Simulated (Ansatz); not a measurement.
The same path of a periodic cell of 13 atoms, Ir12F (surface Ir(111), adsorbate F) was run twice with different band settings. Lost on the way: Ir12–F13. Made: Ir11–F13.

All numbers below come from DFT PBE, scalar-relativistic, plane waves, PAW (Ansatz). Settings: cutoff 420 eV, k mesh 4x4x1, gaussian smearing 0.1 eV, no spin polarisation.

Relaxed end points:

```xyz
13
Lattice="5.4306 0.0000 0.0000 2.7153 4.7030 0.0000 0.0000 0.0000 16.4340" Properties=species:S:1:pos:R:3
Ir 1.358 0.784 1.000
Ir 4.073 0.784 1.000
Ir 2.715 3.135 1.000
Ir 5.431 3.135 1.000
Ir -0.007 1.572 3.197
Ir 2.722 1.572 3.196
Ir 1.358 3.919 3.180
Ir 4.073 3.911 3.195
Ir -0.004 -0.003 5.354
Ir 2.719 -0.002 5.354
Ir 1.358 2.357 5.354
Ir 4.073 2.351 5.447
F 4.071 2.353 7.411
```

```xyz
13
Lattice="5.4306 0.0000 0.0000 2.7153 4.7030 0.0000 0.0000 0.0000 16.4340" Properties=species:S:1:pos:R:3
Ir 1.358 0.784 1.000
Ir 4.073 0.784 1.000
Ir 2.715 3.135 1.000
Ir 5.431 3.135 1.000
Ir 0.007 1.572 3.196
Ir 2.708 1.572 3.197
Ir 1.358 3.911 3.195
Ir 4.073 3.919 3.180
Ir 0.004 -0.002 5.354
Ir 2.711 -0.003 5.354
Ir 1.358 2.351 5.447
Ir 4.073 2.357 5.354
F 6.787 2.353 7.411
```

Common settings: spring 5.0 eV/Å²; optimiser quadratic models (default); force threshold 0.05 eV/Å; end points relaxed; atoms held 1 to 4.

| run | movable images | climbing image | start path | iteration limit |
| --- | --- | --- | --- | --- |
| 1 | 5 | yes | straight line | 34 |
| 2 | 4 | from the first iteration | default | 49 |

Q: What does each run give, and how far can it be trusted?

A: Run 1: converged after 5 iterations, highest image 0.259 eV above the first end. By the program's own check the climbing image is of a kind that is not told: the force calls were inconclusive, a negative curvature could not be distinguished from the path's own, the only one lies far off the path, or fixed occupations may fill a level only in part (lowest curvatures found: 0.11 and 0.54 eV/Å²).
Run 2: converged after 5 iterations, highest image 0.258 eV above the first end. The order of the stationary point at the top wasn't checked.
Limits of this set-up: coarse k mesh, thin slab, slab without dipole correction, odd electron count without spin.
